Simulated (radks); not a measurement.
Results of a calculation; reference values are marked as such.
Question: Radial electron density D(r) = 4 pi r^2 rho(r) of an atom or ion with 25 electrons. Code: a radial shooting solver on a logarithmic mesh with Libxc functionals. Model: Dirac Kohn-Sham, exchange-only LDA, spin-unpolarised, spherical densities, point nucleus.

| r (bohr) | D(r) (e/bohr) |
|---|---|
| 0.00414 | 2.819 |
| 0.004668 | 3.461 |
| 0.005263 | 4.235 |
| 0.005934 | 5.159 |
| 0.00669 | 6.255 |
| 0.007543 | 7.544 |
| 0.008505 | 9.043 |
| 0.009589 | 10.77 |
| 0.01081 | 12.72 |
| 0.01209 | 14.75 |
| 0.01363 | 17.12 |
| 0.01537 | 19.66 |
| 0.01733 | 22.31 |
| 0.01954 | 24.98 |
| 0.02204 | 27.55 |
| 0.02484 | 29.88 |
| 0.02801 | 31.82 |
| 0.03158 | 33.22 |
| 0.03561 | 33.96 |
| 0.04015 | 33.96 |
| 0.04527 | 33.23 |
| 0.05104 | 31.91 |
| 0.05755 | 30.24 |
| 0.06489 | 28.57 |
| 0.07316 | 27.32 |
| 0.08249 | 26.89 |
| 0.093 | 27.55 |
| 0.1049 | 29.33 |
| 0.1182 | 31.95 |
| 0.1333 | 34.86 |
| 0.1503 | 37.27 |
| 0.1695 | 38.36 |
| 0.1911 | 37.55 |
| 0.2154 | 34.70 |
| 0.2429 | 30.23 |
| 0.2739 | 25.07 |
| 0.3088 | 20.38 |
| 0.3482 | 17.18 |
| 0.3925 | 15.99 |
| 0.4426 | 16.60 |
| 0.499 | 18.19 |
| 0.5582 | 19.61 |
| 0.6293 | 20.17 |
| 0.7096 | 19.29 |
| 0.8 | 17.03 |
| 0.902 | 13.90 |
| 1.017 | 10.51 |
| 1.147 | 7.402 |
| 1.293 | 4.875 |
| 1.458 | 3.017 |
| 1.644 | 1.759 |
| 1.853 | 0.9662 |
| 2.089 | 0.4964 |
| 2.356 | 0.2356 |
| 2.656 | 0.1014 |
| 2.995 | 0.03877 |
| 3.377 | 0.01285 |

What is the nuclear charge?

Answer: Z = 28. The innermost maximum, from 1s, lies near gamma/Z bohr with gamma = sqrt(1 - (Z/c)^2) = 0.979, here 0.035 bohr (found: 0.0377), and its height grows with Z. The density is that of the nickel ion Ni3+ in [Ar] 3d7; the configuration itself is not fixed sharply by these data, and Z only to about a unit. D(r) has 3 maxima, at r = 0.0377, 0.172, 0.624 bohr, and minima at 0.0818, 0.399 bohr, inside which lie 2.12, 10.82 electrons.
